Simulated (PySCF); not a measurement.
Dissociation curve of NaBr, singlet.

- RKS-PBE = restricted PBE/aug-cc-pVDZ (PySCF)
- UKS-PBE = unrestricted PBE/aug-cc-pVDZ in PySCF 2.14.0
- RKS-BHandHLYP = restricted BHandHLYP/aug-cc-pVDZ run with PySCF
- UCCSD(T) = CCSD(T) on UHF/aug-cc-pVDZ, 10 core orbitals frozen (PySCF 2.14.0)

Energies relative to the lowest point of each curve near equilibrium, in kJ/mol; the last columns give the difference from UCCSD(T):

```json
[
 {"R / Å": "2.00", "RKS-PBE": "153.0", "UKS-PBE": "153.0", "RKS-BHandHLYP": "152.5", "UCCSD(T)": "168.4", "RKS-PBE − UCCSD(T)": "-15.4", "UKS-PBE − UCCSD(T)": "-15.4", "RKS-BHandHLYP − UCCSD(T)": "-15.9"},
 {"R / Å": "2.14", "RKS-PBE": "67.9", "UKS-PBE": "67.9", "RKS-BHandHLYP": "66.6", "UCCSD(T)": "77.5", "RKS-PBE − UCCSD(T)": "-9.5", "UKS-PBE − UCCSD(T)": "-9.5", "RKS-BHandHLYP − UCCSD(T)": "-10.9"},
 {"R / Å": "2.23", "RKS-PBE": "35.6", "UKS-PBE": "35.6", "RKS-BHandHLYP": "34.2", "UCCSD(T)": "42.3", "RKS-PBE − UCCSD(T)": "-6.7", "UKS-PBE − UCCSD(T)": "-6.7", "RKS-BHandHLYP − UCCSD(T)": "-8.1"},
 {"R / Å": "2.36", "RKS-PBE": "9.7", "UKS-PBE": "9.7", "RKS-BHandHLYP": "8.7", "UCCSD(T)": "13.2", "RKS-PBE − UCCSD(T)": "-3.4", "UKS-PBE − UCCSD(T)": "-3.4", "RKS-BHandHLYP − UCCSD(T)": "-4.4"},
 {"R / Å": "2.44", "RKS-PBE": "2.5", "UKS-PBE": "2.5", "RKS-BHandHLYP": "2.0", "UCCSD(T)": "4.3", "RKS-PBE − UCCSD(T)": "-1.8", "UKS-PBE − UCCSD(T)": "-1.8", "RKS-BHandHLYP − UCCSD(T)": "-2.3"},
 {"R / Å": "2.51", "RKS-PBE": "0.0", "UKS-PBE": "0.0", "RKS-BHandHLYP": "0.0", "UCCSD(T)": "0.6", "RKS-PBE − UCCSD(T)": "-0.6", "UKS-PBE − UCCSD(T)": "-0.6", "RKS-BHandHLYP − UCCSD(T)": "-0.6"},
 {"R / Å": "2.60", "RKS-PBE": "0.8", "UKS-PBE": "0.8", "RKS-BHandHLYP": "1.6", "UCCSD(T)": "0.0", "RKS-PBE − UCCSD(T)": "0.8", "UKS-PBE − UCCSD(T)": "0.8", "RKS-BHandHLYP − UCCSD(T)": "1.6"},
 {"R / Å": "2.66", "RKS-PBE": "3.2", "UKS-PBE": "3.2", "RKS-BHandHLYP": "4.5", "UCCSD(T)": "1.7", "RKS-PBE − UCCSD(T)": "1.6", "UKS-PBE − UCCSD(T)": "1.6", "RKS-BHandHLYP − UCCSD(T)": "2.9"},
 {"R / Å": "2.76", "RKS-PBE": "9.7", "UKS-PBE": "9.7", "RKS-BHandHLYP": "12.0", "UCCSD(T)": "7.1", "RKS-PBE − UCCSD(T)": "2.6", "UKS-PBE − UCCSD(T)": "2.6", "RKS-BHandHLYP − UCCSD(T)": "4.9"},
 {"R / Å": "2.89", "RKS-PBE": "21.2", "UKS-PBE": "21.2", "RKS-BHandHLYP": "24.8", "UCCSD(T)": "17.7", "RKS-PBE − UCCSD(T)": "3.5", "UKS-PBE − UCCSD(T)": "3.5", "RKS-BHandHLYP − UCCSD(T)": "7.0"},
 {"R / Å": "3.07", "RKS-PBE": "40.4", "UKS-PBE": "40.4", "RKS-BHandHLYP": "45.7", "UCCSD(T)": "36.3", "RKS-PBE − UCCSD(T)": "4.0", "UKS-PBE − UCCSD(T)": "4.0", "RKS-BHandHLYP − UCCSD(T)": "9.3"},
 {"R / Å": "3.35", "RKS-PBE": "72.6", "UKS-PBE": "72.6", "RKS-BHandHLYP": "80.5", "UCCSD(T)": "69.1", "RKS-PBE − UCCSD(T)": "3.5", "UKS-PBE − UCCSD(T)": "3.5", "RKS-BHandHLYP − UCCSD(T)": "11.4"},
 {"R / Å": "3.74", "RKS-PBE": "115.2", "UKS-PBE": "115.2", "RKS-BHandHLYP": "126.8", "UCCSD(T)": "114.6", "RKS-PBE − UCCSD(T)": "0.6", "UKS-PBE − UCCSD(T)": "0.6", "RKS-BHandHLYP − UCCSD(T)": "12.3"},
 {"R / Å": "4.10", "RKS-PBE": "148.8", "UKS-PBE": "148.8", "RKS-BHandHLYP": "164.2", "UCCSD(T)": "152.3", "RKS-PBE − UCCSD(T)": "-3.4", "UKS-PBE − UCCSD(T)": "-3.4", "RKS-BHandHLYP − UCCSD(T)": "12.0"},
 {"R / Å": "4.55", "RKS-PBE": "182.5", "UKS-PBE": "182.3", "RKS-BHandHLYP": "203.4", "UCCSD(T)": "192.3", "RKS-PBE − UCCSD(T)": "-9.9", "UKS-PBE − UCCSD(T)": "-10.0", "RKS-BHandHLYP − UCCSD(T)": "11.1"},
 {"R / Å": "5.00", "RKS-PBE": "—", "UKS-PBE": "205.4", "RKS-BHandHLYP": "234.8", "UCCSD(T)": "225.0", "RKS-PBE − UCCSD(T)": "—", "UKS-PBE − UCCSD(T)": "-19.6", "RKS-BHandHLYP − UCCSD(T)": "9.8"},
 {"R / Å": "5.47", "RKS-PBE": "—", "UKS-PBE": "221.7", "RKS-BHandHLYP": "261.0", "UCCSD(T)": "252.7", "RKS-PBE − UCCSD(T)": "—", "UKS-PBE − UCCSD(T)": "-31.0", "RKS-BHandHLYP − UCCSD(T)": "8.3"},
 {"R / Å": "6.08", "RKS-PBE": "—", "UKS-PBE": "235.5", "RKS-BHandHLYP": "286.9", "UCCSD(T)": "—", "RKS-PBE − UCCSD(T)": "—", "UKS-PBE − UCCSD(T)": "—", "RKS-BHandHLYP − UCCSD(T)": "—"},
 {"R / Å": "6.81", "RKS-PBE": "—", "UKS-PBE": "245.7", "RKS-BHandHLYP": "309.1", "UCCSD(T)": "—", "RKS-PBE − UCCSD(T)": "—", "UKS-PBE − UCCSD(T)": "—", "RKS-BHandHLYP − UCCSD(T)": "—"},
 {"R / Å": "7.57", "RKS-PBE": "—", "UKS-PBE": "252.5", "RKS-BHandHLYP": "325.7", "UCCSD(T)": "—", "RKS-PBE − UCCSD(T)": "—", "UKS-PBE − UCCSD(T)": "—", "RKS-BHandHLYP − UCCSD(T)": "—"}
]
```

RKS-PBE is furthest from UCCSD(T) at 2.00 (-15.4 kJ/mol, below); its mean absolute difference over the points is 4.5 kJ/mol.

UKS-PBE is furthest from UCCSD(T) at 5.47 (-31.0 kJ/mol, below); its mean absolute difference over the points is 7.0 kJ/mol.

RKS-BHandHLYP is furthest from UCCSD(T) at 2.00 (-15.9 kJ/mol, below); its mean absolute difference over the points is 7.8 kJ/mol.

Dashes: no converged value, or the column stops at the first point that the program doubted or that broke a chosen test of continuity, which isn't proof of a fault.

The restricted form behind RKS-PBE, RKS-BHandHLYP keeps the bonding electrons paired and can't separate into open-shell fragments. The unrestricted determinant behind UKS-PBE is spin-contaminated at 4.55 to 7.57 Å (<S²> up to 0.5, against 0.00 for a pure singlet). At the longest distance UKS-PBE, RKS-BHandHLYP leaves fractional charges on the fragments, a sign of delocalisation error or of the restricted form. The unrestricted determinant behind UCCSD(T) is spin-contaminated at 6.08 to 7.57 Å (<S²> up to 1.0, against 0.00 for a pure singlet).
